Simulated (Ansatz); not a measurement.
F2H4O3Si2 (`O[SiH](O)O[SiH](F)F`). Total charge 0; spin multiplicity 1.

Cartesian coordinates in Å:
```
O -1.095 0.495 1.772
Si 0.395 0.314 1.126
O 0.984 -1.196 1.290
O 0.196 0.720 -0.444
Si -0.228 0.198 -1.898
F -0.537 -1.358 -1.819
F 0.980 0.375 -2.899
H -1.213 0.274 2.696
H 1.394 1.202 1.735
H 0.520 -1.924 0.871
H -1.397 0.901 -2.430
```

What are the harmonic wavenumbers in cm⁻¹ at PBE0-D4/def2-TZVP (Ansatz, finite differences of forces, unscaled)? (An estimate is asked.)

Computed: 19, 31, 45, 220, 240, 246, 293, 321, 370, 419, 450, 615, 778, 788, 830, 845, 849, 883, 899, 960, 970, 974, 1155, 2311, 2345, 3908, 3929.

Is this a minimum?

Yes, all 27 modes are real.

Give the ideal-gas thermochemistry at 298.15 K and 1 bar (rigid rotor, harmonic oscillator; point group C1, symmetry number 1).

Zero-point energy 153.7 kJ/mol; H(298) − E = 181.0 kJ/mol; entropy 420.3 J/(mol·K), of which translation 171.0, rotation 121.1, vibration 128.2; G(298) − E = 55.7 kJ/mol. Modes under 100 cm⁻¹ are hindered rotations or soft bends, so the harmonic entropy is rough.

And at 400, 500, 600, 800 and 1000 K?


| T (K) | H − E (kJ/mol) | S (J/mol/K) | G − E (kJ/mol) |
| --- | --- | --- | --- |
| 400 | 196.6 | 465.1 | 10.6 |
| 500 | 213.9 | 503.7 | -37.9 |
| 600 | 232.7 | 537.8 | -90.0 |
| 800 | 273.0 | 595.8 | -203.6 |
| 1000 | 316.0 | 643.7 | -327.7 |
